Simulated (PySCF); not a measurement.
C₂H₇NP₂Si.
Bonds: C1–C2 (triple), C2–Si3, Si3–N4, Si3–P5, Si3–P6. Hydrogens: H7 on C1; H8, H9 on N4; H10, H11 on P5; H12, H13 on P6.

Jobs on this species (13 atoms, 70 electrons) with PySCF (density fitting). Hardware of each: Arm Neoverse V1, one thread, on a shared host. The host was shared with other jobs, so the times are rough. Peak memory is the resident size of the whole Python process, interpreter and libraries included.

```csv
level and settings,work,basis functions,SCF cycles,wall time,peak memory
"delta-SCF UKS SCAN, pcX-2 on the ionised atom, pcseg-1 elsewhere, non-relativistic","ΔSCF core ionisation, 7 holes",173,?,?,?
"delta-SCF UKS SCAN, pcX-1 on the ionised atom, pcseg-1 elsewhere, spin-free X2C","ΔSCF core ionisation, 7 holes",153,117,50 s,0.60 GiB
"delta-SCF UKS HF, pcX-2 on the ionised atom, pcseg-1 elsewhere, spin-free X2C","ΔSCF core ionisation, 7 holes",173,112,62 s,0.68 GiB
"delta-SCF UKS SCAN, pcX-2 on the ionised atom, pcseg-1 elsewhere, spin-free X2C","ΔSCF core ionisation, 7 holes",173,121,65 s,0.69 GiB
"delta-SCF UKS PBE, pcX-2 on the ionised atom, pcseg-1 elsewhere, spin-free X2C","ΔSCF core ionisation, 7 holes",173,118,40 s,0.68 GiB
"delta-SCF UKS B3LYP, pcX-2 on the ionised atom, pcseg-1 elsewhere, spin-free X2C","ΔSCF core ionisation, 7 holes",173,104,81 s,0.85 GiB
"PBE0-D3(BJ)/def2-SVP, grid level 1",geometry optimisation from a GFN2-xTB start shaken at random,131,75,92 s,0.53 GiB
"delta-SCF UKS PBE0, pcX-2 on the ionised atom, pcseg-1 elsewhere, spin-free X2C","ΔSCF core ionisation, 7 holes",173,102,78 s,0.78 GiB
"delta-SCF UKS SCAN, def2-TZVP on the ionised atom, pcseg-1 elsewhere, spin-free X2C","ΔSCF core ionisation, 7 holes",150,115,55 s,0.60 GiB
```

**Question.** Fill in the missing figures.

**Answer.** 
- delta-SCF UKS SCAN, pcX-2 on the ionised atom, pcseg-1 elsewhere, non-relativistic; ΔSCF core ionisation, 7 holes: 60 s, 0.68 GiB, 118 SCF cycles

**Question.** What do all jobs in the table cost together?

**Answer.** About 9.7 min; the longest takes about 16 % of that, and about 2.3 times as long as the shortest.
